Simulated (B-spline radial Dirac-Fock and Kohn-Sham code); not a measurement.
## Two-hole binding energies of Ta⁺

System: the Ta⁺ ion, [Xe] 4f14 5d3 6s1, inside a Watson sphere of charge -1 and radius 2.7 Å (a model of the Madelung potential; inside it an electron's potential energy is raised by 5.3 eV).

Input file task.json (cfg lists n, l and occupation; rrms is the nuclear radius in fm):

```json
{"items": [{
  "Z": 73,
  "q": 1,
  "cfg": [[1, 0, 2], [2, 0, 2], [2, 1, 6], [3, 0, 2], [3, 1, 6], [3, 2, 10], [4, 0, 2], [4, 1, 6], [4, 2, 10], [4, 3, 14], [5, 0, 2], [5, 1, 6], [5, 2, 3], [6, 0, 1]],
  "A": 181,
  "rrms": 5.3507,
  "watson": [-1, 2.7],
  "do": ["binding", "quiet", "double"]
}]}
```

Command: `python xray_run.py task.json out`

Method: Dirac-Fock energy differences between relaxed states, corrected for Breit and QED terms. Computed with a radial atomic solver. U is the two-hole binding energy less the two single-hole energies, the effective repulsion of the holes after relaxation. Each two-hole energy is an average over J within one jj subconfiguration.

```
          holes  E(a) (eV)  E(b) (eV)  E(ab) (eV)  U (eV)
   1s⁻¹ 2p3/2⁻¹    67419.6     9890.0     77636.2   326.6
   2s⁻¹ 2p3/2⁻¹    11697.2     9890.0     21775.1   187.8
2p1/2⁻¹ 2p3/2⁻¹    11145.8     9890.0     21269.1   233.3
        2p3/2⁻²     9890.0     9890.0     20004.6   224.7
   2p1/2⁻¹ 3s⁻¹    11145.8     2724.0     13952.4    82.5
2p1/2⁻¹ 3p3/2⁻¹    11145.8     2207.3     13437.1    83.9
2p1/2⁻¹ 3d5/2⁻¹    11145.8     1744.3     12980.7    90.6
2p3/2⁻¹ 3p1/2⁻¹     9890.0     2481.2     12460.0    88.8
        3p1/2⁻²     2481.2     2481.2      5027.1    64.7
        3d3/2⁻²     1802.7     1802.7           ?       ?
3d3/2⁻¹ 3d5/2⁻¹     1802.7     1744.3      3613.9    67.0
        3d5/2⁻²     1744.3     1744.3      3553.7    65.2
        5p1/2⁻²      53.82      53.82       122.9    15.3
        5p3/2⁻²      45.08      45.08       104.0    13.8
```

Task: Give the missing two-hole energy and U.

Result: E(ab) = 3672.0 eV and U = 66.6 eV.
